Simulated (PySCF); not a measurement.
PySCF input for CH4Si, SMILES C=[SiH2], SMD-M06-2X/def2-SVP. The structure is a stationary point at r2SCAN-D4/def2-TZVP.

```python
import numpy as np
from pyscf import gto, scf, dft
from pyscf.solvent import smd

mol = gto.M(
    atom='''
    C     0.00000000    0.00000000   -1.15268073
    Si    0.00000000   -0.00000000    0.54937748
    H     0.00000000   -0.91636304   -1.73154164
    H     0.00000000    0.91636304   -1.73154164
    H     0.00000000    1.24568496    1.34394151
    H     0.00000000   -1.24568495    1.34394151
    ''',
    basis='def2-SVP',
    charge=0,
    spin=0,
    max_memory=1600,
    verbose=3,
)
mf = dft.RKS(mol, xc='m06-2x').density_fit(auxbasis='def2-universal-jkfit')
mf.grids.level = 4
mf.conv_tol = 1e-9
mf.max_cycle = 100
mf.kernel()
res = {}
for name in ['water', 'methanol', 'chloroform']:
    s = mf.SMD()
    s.with_solvent.solvent, s.with_solvent.sasa_ng = name, 302
    s.kernel(mf.make_rdm1())
    res[name] = (s.e_tot, s.with_solvent.get_cds(), s.dip_moment(), s.mo_energy, s.converged)
    print(f'SMD {name}: dG(solv) = {(s.e_tot - mf.e_tot) * 627.509474:.3f} kcal/mol, of which CDS {res[name][1] * 627.509474:.3f}')
```

It prints:

```
converged SCF energy = -329.768879592454
converged SCF energy = -329.766873682285
Dipole moment(X, Y, Z, Debye):  0.00000, -0.00000,  1.12221
SMD water: dG(solv) = 1.259 kcal/mol, of which CDS 3.069
converged SCF energy = -329.770300763924
Dipole moment(X, Y, Z, Debye):  0.00000, -0.00000,  1.10652
SMD methanol: dG(solv) = -0.892 kcal/mol, of which CDS 0.859
converged SCF energy = -329.770463485039
Dipole moment(X, Y, Z, Debye):  0.00000, -0.00000,  0.97845
SMD chloroform: dG(solv) = -0.994 kcal/mol, of which CDS 0.240
```

Self-consistency was reached.
